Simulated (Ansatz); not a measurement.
`O[SiH]C[SiH2]O`, charge 0, multiplicity 2.

Question: Give a relaxed structure at PBE0-D4/def2-TZVP (the Gaussian-basis code of Ansatz). (An estimate is asked.)

Answer: Computed: 
Z-matrix (Å, degrees):
```
C
Si 1 1.877
Si 1 1.870 2 112.6
H 1 1.097 2 107.0 3 120.3
H 1 1.095 2 110.5 3 -123.3
O 2 1.657 1 112.1 3 44.4
H 2 1.491 1 109.9 3 -70.9
O 3 1.651 1 113.2 2 166.6
H 3 1.491 1 107.9 2 -71.1
H 3 1.481 1 110.3 2 49.4
H 6 0.958 2 117.8 1 56.0
H 8 0.958 3 117.9 1 66.8
```
This is one stationary point; other conformers may exist.
